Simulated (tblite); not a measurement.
Species: C5H5F3Si.
Bonds: C1–C2 (double), C2–C3, C3–C4, C4–C5 (triple), C5–Si6, Si6–F7, Si6–F8, Si6–F9. Hydrogens: H10, H11 on C1; H12 on C2; H13, H14 on C3.

Computed geometry: GFN2-xTB, gas phase.

(1) List the bond lengths, angles and torsions at this level.

Results:

(1) 
| bond | length (Å) | order |
| --- | --- | --- |
| C1=C2 | 1.318 | double |
| C2–C3 | 1.504 | single |
| C3–C4 | 1.444 | single |
| C4≡C5 | 1.206 | triple |
| C5–Si6 | 1.821 | single |
| Si6–F7, Si6–F8, Si6–F9 | 1.585 | single |
| C1–H10 | 1.078 | single |
| C1–H11 | 1.076 | single |
| C2–H12 | 1.081 | single |
| C3–H13, C3–H14 | 1.094 | single |

Bonds in one row agree within 0.01 Å and their mean is given. Orders are formal, as drawn. A selection of angles:
| angle | degrees |
| --- | --- |
| C1–C2–C3 | 123.7 |
| C2–C3–C4 | 110.3 |
| C3–C4–C5 | 178.2 |
| C4–C5–Si6 | 179.1 |
| C5–Si6–F7 | 113.5 |
| F7–Si6–F8 | 105.0 |

Torsions: C1–C2–C3–C4 -118° (anticlinal). The mirror-image conformer, all signs reversed, is as good.

Si6 (fluorine-bound silicon) is distorted tetrahedral (angles from 105.0° to 113.6°). The 4 C–C bonds span 1.206 Å (C4≡C5, drawn triple) to 1.504 Å (C2–C3, drawn single), a spread of 0.298 Å. Of the pairs four or more bonds apart, H10···H14 is among the closest relative to their van der Waals radii: 2.42 Å, 101 % of the sum of Bondi's values. All 3 F–Si bonds measure 1.585 Å.

Point group: C1 (no symmetry element, even within 0.4 Å). Its lowest GFN2-xTB frequency is 13i cm⁻¹, too small to tell a flat minimum from a shallow saddle. The numbers are those of one conformer. 2 starts were optimised and ended at 0.00 and 0.11 kcal/mol (GFN2-xTB); the lowest of these is shown.
